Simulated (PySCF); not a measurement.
## J couplings in C6H6BrN

Bonds (- single, = double, # triple, : aromatic): N1-C2 1.377 Å, C2:C3 1.406 Å, C3:C4 1.390 Å, C4:C5 1.394 Å, C5-Br6 1.889 Å, C5:C7 1.393 Å, C7:C8 1.390 Å, C8:C2 1.406 Å. N1 carries H9, H10; C3 carries H11; C4 carries H12; C7 carries H13; C8 carries H14.

Method: B3LYP/pcJ-1 (pcSseg-1 on Br) (spin–dipole term only in couplings to heteroatoms)//PBE0-D3(BJ)/def2-SVP, PySCF 2.14; isolated molecule, single conformer, non-relativistic. Couplings are averaged over pairs made equivalent by symmetry, fast rotation or ring inversion, so a value needn't be that of the named pair in this geometry, while other rotamers aren't included; one pair stands for each set, and the list holds a selection of those of at least 0.8 Hz over up to four bonds.

Isotopes: ¹³C, ¹H, ¹⁵N.

| pair | bonds | J (Hz) |
| --- | --- | --- |
| N1, C2 | 1 | -15.0 |
| N1, H9 | 1 | ? |
| C2, C3 | 1 | 67.7 |
| C3, C4 | 1 | 66.5 |
| C3, H11 | 1 | 163.9 |
| C4, C5 | 1 | 70.5 |
| C4, H12 | 1 | 171.6 |
| N1, C3 | 2 | -3.6 |
| C3, C8 | 2 | 2.8 |
| C3, H12 | 2 | ? |
| C4, C7 | 2 | 3.0 |
| C4, H11 | 2 | 1.0 |
| C5, H12 | 2 | -3.4 |
| N1, C4 | 3 | -1.3 |
| C2, C5 | 3 | 8.1 |
| C2, H12 | 3 | ? |
| C3, C7 | 3 | ? |
| C3, H9 | 3 | 6.3 |
| C3, H14 | 3 | ? |
| C5, H11 | 3 | 11.1 |
| H11, H12 | 3 | 9.8 |
| N1, C5 | 4 | ? |
| C3, H13 | 4 | -1.2 |
| C4, H14 | 4 | ? |
| H11, H14 | 4 | ? |
| H12, H13 | 4 | 2.1 |

Q: Estimate the withheld couplings, with signs.

A: 
- ¹J(N1,H9) = -87.1 Hz (bond length 1.011 Å)
- ²J(C3,H12) = 1.3 Hz (angle at C4 120°)
- ³J(C2,H12) = 8.9 Hz (dihedral angle 180°)
- ³J(C3,C7) = 5.3 Hz
- ³J(C3,H14) = 6.3 Hz (dihedral angle 180°)
- ⁴J(N1,C5) = -0.8 Hz
- ⁴J(C4,H14) = -1.0 Hz
- ⁴J(H11,H14) = 2.8 Hz

Relativistic effects of the heavier atoms present are left out.
